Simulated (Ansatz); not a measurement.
Isomers of SbTe$_{4}$ (doublet), relaxed with PBE-D4/def2-SVP; total energies from Ansatz at PBE0-D4/def2-TZVP.

```csv
isomer,description,energy (Eh)
A,point group Cs; 3 × Sb–Te 2.60 to 3.02 Å; 2 × Te–Te 2.73 Å,-1312.55793
B,point group not assigned; 3 × Sb–Te 2.78 to 2.88 Å; 3 × Te–Te 2.75 to 3.02 Å,-1312.56138
C,point group not assigned; 3 × Te–Te 2.74 to 2.77 Å; 2 × Sb–Te 2.78 to 2.79 Å,-1312.58069
```

In the def2 sets Sb, Te take a core potential; there is no spin–orbit coupling.

The isomers come from a short search, and lower ones may exist.

Question: Work out the relative energies (1 Eh = 2625.5 kJ/mol) and the Boltzmann populations at 800 K from electronic energies alone (R = 8.314 J/mol/K).

Answer: ΔE: A 59.8, B 50.7, C 0.0 kJ/mol. RT = 6.65 kJ/mol. Factors exp(−ΔE/RT): A 0.000124, B 0.000489, C 1; sum 1.001. Populations: A 0.0 %, B 0.0 %, C 99.9 %. Zero-point energy, vibrational entropy and symmetry numbers are left out and can shift these; an error of 4 kJ/mol changes a ratio by a factor of 1.8. Over the other density-functional and correlated levels in def2 sets, the gap between C and B ranges from 31 to 74 kJ/mol.
